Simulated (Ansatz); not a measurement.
The same molecule with X = B, Al, In. Ansatz, PBE0-D4/def2-TZVP geometries, multiplicity 1. Each molecule was computed in one conformer, which needn't be the lowest.

Elements past krypton have def2 core potentials.

```csv
X,molecule,mean X–C bond length / Å,mean X–H bond length / Å,mean X–N bond length / Å,zero-point energy (PBE0-D4/def2-TZVP) / kJ/mol,HOMO–LUMO gap (PBE/def2-TZVPP) / eV,LUMO energy (ωB97M-V/def2-TZVPP) / eV
B,`C#CBN`,1.527,1.196,1.388,156.1,4.97,1.32
In,`C#[C][InH][NH2]`,2.088,1.699,1.996,128.2,3.83,0.30
```

**Question.** Give the row for X = Al, `C#[C][AlH][NH2]`. (Estimate.)

**Answer.** Computed: 
| X | molecule | mean X–C bond length / Å | mean X–H bond length / Å | mean X–N bond length / Å | zero-point energy (PBE0-D4/def2-TZVP) / kJ/mol | HOMO–LUMO gap (PBE/def2-TZVPP) / eV | LUMO energy (ωB97M-V/def2-TZVPP) / eV |
| --- | --- | --- | --- | --- | --- | --- | --- |
| Al | `C#[C][AlH][NH2]` | 1.908 | 1.576 | 1.761 | 135.0 | 4.49 | 0.82 |

From B to In the mean X–C bond length rises at each step, by 0.561 Å in all; the mean X–H bond length rises at each step, by 0.503 Å in all; the mean X–N bond length rises at each step, by 0.608 Å in all; the zero-point energy (PBE0-D4/def2-TZVP) falls at each step, by 27.9 kJ/mol in all; the HOMO–LUMO gap (PBE/def2-TZVPP) falls at each step, by 1.14 eV in all; the LUMO energy (ωB97M-V/def2-TZVPP) falls at each step, by 1.02 eV in all. Bonds lengthen as the atom grows down the group.
